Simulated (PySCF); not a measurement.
**Dipole response of Ba (barium, neutral)**

[Xe] 6s1 6p1, high-spin 3P determinant (an excited configuration). All numbers are calculated (PySCF 2.14, the spin-free X2C one-electron Hamiltonian (Gaussian nucleus), in aug-cc-pVDZ-X2C). Coupled (time-dependent) response in atomic units; α is the mean over directions. A double-zeta set is small for polarisabilities.

```csv
method,mean α (bohr³),"α xx, yy, zz",C₆ (like pair),S(−4)
UHF,1604,"1605, 1602, 1605",15270,61360000
```

S(−4) is the Cauchy moment in α(ω) = α(0) + S(−4) ω² + …

Spin-orbit coupling is absent.

α(iu) at UHF:

```json
{"u (hartree)": "0", "α(iu) (bohr³)": "1604"}
{"u (hartree)": "0.0500", "α(iu) (bohr³)": "195.8"}
{"u (hartree)": "0.100", "α(iu) (bohr³)": "113.5"}
{"u (hartree)": "0.200", "α(iu) (bohr³)": "49.47"}
{"u (hartree)": "0.300", "α(iu) (bohr³)": "28.93"}
{"u (hartree)": "0.500", "α(iu) (bohr³)": "15.12"}
{"u (hartree)": "0.750", "α(iu) (bohr³)": "9.060"}
{"u (hartree)": "1.00", "α(iu) (bohr³)": "6.111"}
{"u (hartree)": "1.50", "α(iu) (bohr³)": "3.272"}
{"u (hartree)": "2.00", "α(iu) (bohr³)": "2.001"}
{"u (hartree)": "3.00", "α(iu) (bohr³)": "0.9538"}
{"u (hartree)": "5.00", "α(iu) (bohr³)": "0.3579"}
```

A single London oscillator, α(iu) = α/(1 + u²/ω²), gives C₆ = (3/4) ω α². Matching the computed C₆ needs ω = 4 × 15270 / (3 × 1604²) = 0.00791 hartree.

The components differ because the open shell of this determinant is not spherical; for a pure term their mean is the scalar polarisability.

Spin-orbit coupling, absent here, splits the open shell strongly.
